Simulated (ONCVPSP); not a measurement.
## Pseudopotential generation for beryllium: ONCV, PBE, scalar-relativistic.

| Property | Result |
| --- | --- |
| Element | beryllium (Be) |
| Generator | ONCVPSP 4.0.1 |
| Type | optimised norm-conserving Vanderbilt (ONCV) |
| Functional | PBE |
| Relativity | scalar-relativistic |
| Frozen core | [He] |
| Valence charge | 2 |
| Reference configuration | 2s1.75 2p0.25 |
| Partial waves | 2s: rc 1.65 bohr, ncon 5, nbas 8, qcut 4.6 1/bohr, 2 projectors, debl 1.9 Ha; 2p: rc 4.00 bohr, ncon 3, nbas 7, qcut 3.4 1/bohr, 2 projectors, debl 2.1 Ha; d scattering state at 0.42 Ha: rc 4.20 bohr, ncon 4, nbas 9, qcut 2.4 1/bohr, 1 projector |
| Local potential | polynomial inside 1.20 bohr (lpopt 5, dvloc0 6 Ha) |
| Core correction | none |

All-electron outer shells of the reference configuration (PBE, scalar-relativistic, ld1.x):

```json
{"shell": "1s", "level (eV)": "-106.59", "outermost node (bohr)": "–", "outermost maximum (bohr)": "0.27"}
{"shell": "2s", "level (eV)": "-5.77", "outermost node (bohr)": "0.59", "outermost maximum (bohr)": "2.04"}
{"shell": "2p", "level (eV)": "-2.16", "outermost node (bohr)": "–", "outermost maximum (bohr)": "2.28"}
```

What the tests gave:

```
Cutoffs needed           : 6.3 Ha and 8.9 Ha (the cutoffs (Ha) at which the residual kinetic energy of the hardest occupied pseudo-wave falls to 1 and 0.1 mHa per electron) The cutoffs count occupied waves only; projector 2 of the s channel, the hardest unoccupied one, needs 40 Ha at the loose tolerance.
Ghost test               : no bound ghost flagged; no localised positive-energy state flagged
Largest excitation error : -127 meV (all-electron minus pseudo) for 2s0 2p1, out of 4 test configurations
```

Generation and tests took about 2.3 s on one core of a shared server CPU.
